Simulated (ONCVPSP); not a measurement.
manganese (Mn): variants of one ONCV potential

Base potential:

Mn, optimised norm-conserving Vanderbilt (ONCV), made with ONCVPSP 4.0.1 (PBE, scalar-relativistic). Core [Ne], reference 3s2 3p6 3d5 4s1 4p1. Waves: 3s+4s: rc 1.25 bohr, ncon 4, nbas 8, qcut 10.3 1/bohr, 2 projectors; 3p+4p: rc 1.50 bohr, ncon 4, nbas 8, qcut 10.8 1/bohr, 2 projectors; 3d: rc 1.95 bohr, ncon 4, nbas 9, qcut 8.6 1/bohr, 2 projectors, debl 1.1 Ha. Local part: polynomial inside 0.85 bohr (lpopt 3, dvloc0 0 Ha). Core correction: none.

Cutoffs, loose and tight: the cutoffs (Ha) at which the residual kinetic energy of the hardest occupied pseudo-wave falls to 1 and 0.1 mHa per electron. They do not see the model core or the augmentation charge, which bear on the density cutoff. Test errors are all-electron minus pseudo excitation energies from the reference, over the configurations 3s2 3p6 3d5 4s2 4p0; 3s2 3p6 3d5 4s1 4p0; 3s2 3p6 3d5 4s0 4p0; 3s2 3p5 3d5 4s2 4p0. A dash means not determined; rows that change the core or the reference have their own tests.

| change | outcome | cutoff, loose | cutoff, tight | bound ghosts | GHOST(+) flags above zero | largest test error (meV) |
| --- | --- | --- | --- | --- | --- | --- |
| base | generated | 36 Ha | 43 Ha | none | none | -244 |
| local potential polynomial inside 0.85 bohr (lpopt 3, dvloc0 4 Ha) | generated | 36 Ha | 43 Ha | none | none | -245 |
| p: nbas 9 | generated | 36 Ha | 43 Ha | none | none | -243 |
| core correction Teter function, fcfact 4.25, rcfact 1.75 | generated | 36 Ha | 43 Ha | none | none | -254 |
| all radii scaled by about 0.83 (s 1.04, p 1.24, d 1.60 bohr); local potential polynomial inside 0.70 bohr (lpopt 3, dvloc0 0 Ha) | generated | 43 Ha | 51 Ha | none | none | -149 |

**Question.** What comes out with this change to the base: s: qcut 6.3; p: qcut 6.6; d: qcut 5.2?

**Answer.** outcome: generated; cutoff, loose: 77 Ha; cutoff, tight: 108 Ha; bound ghosts: none; GHOST(+) flags above zero: none; largest test error (meV): -392.

**Question.** What comes out with this change to the base: s: rc 1.64?

**Answer.** outcome: generated; cutoff, loose: 32 Ha; cutoff, tight: 38 Ha; bound ghosts: none; GHOST(+) flags above zero: none; largest test error (meV): -231.

**Question.** What comes out with this change to the base: d: rc 2.1?

**Answer.** outcome: generated; cutoff, loose: 36 Ha; cutoff, tight: 43 Ha; bound ghosts: none; GHOST(+) flags above zero: none; largest test error (meV): -286.
